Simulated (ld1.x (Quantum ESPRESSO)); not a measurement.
## What one change does to a pseudopotential (silver, TM)

- Element: silver
- Generator: ld1.x (Quantum ESPRESSO) 7.5
- Type: norm-conserving Troullier–Martins (Kleinman–Bylander form)
- Functional: PBE
- Relativity: scalar-relativistic
- Frozen core: [Ar] 3d10
- Valence charge: 19
- Reference configuration: 4s2 4p6 4d9.5 5s0 5p0 (charge +1.5)
- Partial waves: 4s (bound): rc 0.85 bohr; 4p (bound): rc 1.15 bohr; 4d (bound): rc 1.60 bohr
- Local potential: the d channel
- Core correction: a·sin(br)/r model core inside 0.80 bohr

Change: wave 4d (bound): rc 1.60 bohr becomes 4d (bound): rc 2.22 bohr.

Cutoffs: the cutoffs (Ry, on a coarse ladder) from which the occupation-weighted sum of valence levels, in a spherical-Bessel basis at the reference potential, stays within 10 and 1 mRy of its value at 400 Ry; they do not see the model core or the augmentation charge, which bear on the density cutoff. Errors are all-electron minus pseudo energies relative to the spin-unpolarised reference configuration.

Problem. Predict the effect on cutoff, ghosts and configuration errors.

Solution. The potential gets neither clearly harder nor softer (160 Ry and 260 Ry → 160 Ry and 260 Ry); the s channel sets the loose cutoff, while the largest relative change is in d, which becomes softer; of the 7 tests that both files solve, the error grows in 7 and shrinks in 0 by more than 15 % and 0.3 meV (median size 1.5 → 31.9 meV); neither file shows a bound ghost. More of the atom is replaced by a form fitted at one configuration, so other configurations suffer.

```csv
quantity,base,changed
"cutoff, loose",160 Ry,160 Ry
"cutoff, tight",260 Ry,260 Ry
loose cutoff by channel (10 mRy a level),"s 140 Ry, p 70 Ry, d 55 Ry","s 140 Ry, p 70 Ry, d 40 Ry"
bound ghosts,none,none
"error for 4s2 4p6 4d10 5s1 5p0, meV [ΔE -17.16 eV]",-3.5,-54
"error for 4s2 4p6 4d10 5s0 5p0, meV [ΔE -9.40 eV]",+0.3,-5.6
"error for 4s2 4p6 4d9 5s0 5p0, meV [ΔE 12.71 eV]",-1.5,-6.4
"error for 4s2 4p6 4d9 5s1 5p1, meV [ΔE -8.58 eV]",-1.4,-93
"error for 4s2 4p6 4d9 5s2 5p0, meV [ΔE -13.08 eV]",-3.1,+30
"error for 4s2 4p6 4d9 5s1 5p0, meV [ΔE -4.00 eV]",-0.4,+62
"error for 4s2 4p6 4d8 5s0 5p0, meV [ΔE 48.91 eV]",-6.6,-32
```
